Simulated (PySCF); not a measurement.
Geometry:
```csv
atom,x (Å),y (Å),z (Å)
C1,2.629,-0.773,-0.554
C2,2.667,0.619,-0.467
C3,1.496,1.340,-0.274
C4,0.254,0.689,-0.170
C5,0.208,-0.720,-0.264
C6,1.400,-1.420,-0.448
C7,-1.118,-1.434,-0.179
C8,-2.176,-0.584,0.514
C9,-2.196,0.814,-0.082
N10,-0.896,1.416,0.060
H11,3.546,-1.347,-0.701
H12,3.618,1.150,-0.547
H13,1.530,2.431,-0.197
H14,1.356,-2.512,-0.511
H15,-1.465,-1.687,-1.198
H16,-0.992,-2.395,0.344
H17,-3.171,-1.047,0.423
H18,-1.947,-0.505,1.590
H19,-2.517,0.752,-1.144
H20,-2.936,1.442,0.438
H21,-0.831,2.409,-0.114
```

[PySCF 2.14.0 with density-fitted response routines: PBE0-D3(BJ)/def2-SVP structure; GIAO PBE0/pcSseg-1 shieldings; no relativistic terms; one computed conformer; averaged over atoms made equivalent by symmetry, fast rotation or ring inversion; gas phase]

Shifts are taken against calculated references (same method and geometry level): TMS for 13C (184.41 ppm), 1H (31.27 ppm); NH3 for 15N (265.67 ppm).

```csv
atoms,nucleus,count,δ (ppm)
C4,13C,1,148.2
C9,13C,1,?
C8,13C,1,24.1
H21,1H,1,2.93
H17/H18,1H,2,1.77
C2,13C,1,132.8
C7,13C,1,?
H14,1H,1,6.96
H13,1H,1,6.27
N10,15N,1,84.4
C5,13C,1,122.0
H11,1H,1,?
C1,13C,1,120.9
H19/H20,1H,2,3.17
C3,13C,1,?
H12,1H,1,7.02
C6,13C,1,?
H15/H16,1H,2,?
```

**Question.** Complete the table.

**Answer.** 
- C6: 135.1 ppm, aromatic CH; the aromatic region
- C3: 116.4 ppm, aromatic CH; π donation from the O or N substituent raises the electron density at positions ortho and para to it
- C9: 43.3 ppm, sp3 CH2 bonded to N; deshielded by the electronegative neighbour
- C7: 29.5 ppm, sp3 CH2 on an aromatic ring; aliphatic region, no heteroatom directly attached
- H11: 6.63 ppm, hydrogen on an aromatic CH; ortho or para to a lone-pair donor, hence upfield of benzene
- H15/H16: 2.65 ppm, hydrogen on an sp3 CH2 on an aromatic ring; benzylic-type position, deshielded by the ring

OH/NH shifts are gas-phase values; hydrogen bonding in solution moves them, usually downfield. Shifts are as computed. Against solution values, carbons near 30 ppm lie about +2 ppm off and those near 130 ppm about +5 ppm. Of 1211 compounds with measured shifts, 218 miss one by over three times the rms of a fit or turn the order of signals round; such compounds aren't used in these exercises. Experimental scales use liquid or dissolved standards, which lie at an offset from isolated NH3 (liquid NH3: subtract about 20 ppm).
